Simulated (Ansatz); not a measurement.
Species: TeF2, net charge 1, doublet state. SMILES of the parent species: F[Te]F
Structure (B3LYP-D3(BJ)/def2-TZVP (Ansatz, a program for electronic structure) minimum search):
```xyz
3

Te     0.0257    -0.0148     0.3148
F      0.6168     1.2231    -0.9104
F     -0.7651    -1.1378    -0.9084
```
Charge +1, spin multiplicity 2.

Parts of the frozen-core correlation energy in def2-TZVPP (Ansatz, hartree). Frozen orbitals: 11; correlated occupied orbitals by spin: 10 and 9; virtual: 91 and 92. Open shells are spin-unrestricted. Spin-orbit coupling is left out. In def2 rows, elements after Kr have scalar-relativistic effective core potentials.

```json
[
 {"term": "reference (HF)", "value": "-465.64617"},
 {"term": "MP2 opposite-spin", "value": "-0.45498"},
 {"term": "MP2 same-spin", "value": "-0.16187"},
 {"term": "CCSD correlation", "value": "-0.61997"},
 {"term": "(T)", "value": "-0.02219"},
 {"term": "T1 diagnostic", "value": "0.021"},
 {"term": "largest doubles amplitude", "value": "0.057"},
 {"term": "<S^2> of the reference", "value": "0.766"}
]
```
